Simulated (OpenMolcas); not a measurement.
Pt²⁺: effect of the level shift or regulariser

- Program: OpenMolcas
- Basis: ANO-RCC-VTZP [8s7p5d3f1g]
- Scalar Hamiltonian: DKH2, point nucleus
- Active space: 8 electrons in 5 orbitals (5d)
- State averaging: 2S+1 = 3 even, 10 roots; 2S+1 = 1 even, 15 roots
- Spin-orbit coupling: state interaction with AMFI integrals over the reference wave functions, term energies averaged over their components

Methods on the same reference wave functions:
A. CASSCF
B. SS-CASPT2, IPEA 0.25 Eh, imaginary shift 0.1 Eh (closed shells correlated: 5s 5p)
C. SS-CASPT2, IPEA 0.25 Eh, real shift 0.2 Eh (closed shells correlated: 5s 5p)
D. SS-CASPT2, IPEA 0.25 Eh, sigma2 regulariser 0.3 Eh (closed shells correlated: 5s 5p)

Energies in cm-1 above 5d8 3F4, the measured ground level; measured values from NIST levels as listed in McCann et al., Mon. Not. R. Astron. Soc. 538, 537 (2025).

```tsv
Level	A	B	C	D	Measured
5d8 3F4	0.0	0.0	0.0	0.0	0.0
5d8 3F3	9869	9990	9990	9990	9752
5d8 3P2 [52 %]	17561	15770	15780	15770	
5d8 3P0	21045	17110	17130	17110	14939
5d8 3P1	22858	19410	19440	19410	16782
5d8 1G4	25847	22830	22840	22830	21331
5d8 1S0	55310	48610	48630	48610
```

Deviations, from unrounded energies. A percentage is the sum of absolute deviations over the sum of measured energies, with the sign that they share, or ± where signs differ.

| Against measurement | Levels | A | B | C | D |
| --- | --- | --- | --- | --- | --- |
| mean absolute deviation (cm-1) | 4 | 4200 | 1600 | 1600 | 1600 |
| fine structure of the ground term (%) | 1 | +1.2 | +2.4 | +2.4 | +2.4 |
| other terms of the ground configuration (%) | 3 | +31.5 | +11.9 | +12.0 | +11.9 |

B, C, D lie about equally close to measurement and A furthest from it. The largest miss of D in the table is 5d8 3P1, by +2600 cm-1. The ranking rests on the paired levels alone, and a cruder setting can come out closer through cancelling errors.

Among B to D the level of the table that moves most is 5d8 1S0, by 27 cm-1 (lowest in D, highest in C). Moves below CASPT2's spread within the term are not significant.

The mean deviations of B to D differ by less than CASPT2's widest spread within a term (680 cm-1), so their order carries little weight.

From A to B the spin-free energies of the other terms of 5d8 shown, above 3F, scale by factors of 0.73 to 0.83, as is usual when dynamic correlation screens the repulsion within a d or f shell.

The lowest spin-free term lies below A's lowest term by 0.435 hartree in B, 0.434 hartree in C, 0.435 hartree in D.

Term energies are means over components that CASPT2 splits; among the terms shown or strongly mixed into the levels shown the widest spread is 680 cm-1 (5d8 1G, B). Configurations with an s electron lie low in 5d ions of this charge, fall among these levels and mix in, so low-spin terms can stand far too high, up to twice their true height, and weights are not those of the real levels. Without dynamic correlation excited terms often stand tens of per cent too high (terms of higher spin than the ground term too low), and those without a measured partner can miss by more than the paired ones (holds for A). Some terms miss by over 15 % even with CASPT2, which points to a basis or an active space too small for the shells correlated (holds for B; C; D). Computed and measured levels are paired by configuration, term and J; levels that our copy of the source lacks, or whose pairing is in doubt (as where it misses far off the trend of its configuration), stay unpaired and out of the deviations. Levels of configurations outside the active space are missing. The table leaves out levels that lie high or whose names do not pair safely across all columns.

A share in square brackets marks a mixed level and gives the weight of the term that names it, the lowest over the columns.
